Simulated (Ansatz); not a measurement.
Mulliken charges of C2H6Sb (`[CH2][SbH][CH3]`) radical from r2SCAN/def2-TZVPP in Ansatz (PBE0-D4/def2-TZVP geometry).

```csv
atom,x (Å),y (Å),z (Å),charge (e)
C1,-0.577,0.669,-1.517,-0.425
Sb2,0.755,1.000,0.070,0.519
C3,0.525,-0.942,0.988,-0.451
H4,-0.469,-0.202,-2.155,0.088
H5,-1.234,1.452,-1.878,0.089
H6,-0.405,1.783,1.060,-0.123
H7,-0.530,-1.191,1.087,0.105
H8,1.023,-1.682,0.360,0.098
H9,1.000,-0.933,1.969,0.101
```

Task: By hand: the dipole of these point charges (1 e Å = 4.8032 D).

Result: Σ q r = (0.445, 0.168, 0.097) e Å, of length 0.485 e Å = 2.33 D.

Task: How does the dipole of the full density compare? (An estimate is asked.)

Result: The calculation gave: (0.008, -0.132, 0.006) e Å, 0.64 D; the point charges give 3.64 times that, at 106° from its direction.

Point charges leave out the atoms' own dipoles, such as those of lone pairs, and Mulliken's split depends on the basis, so the two needn't agree.
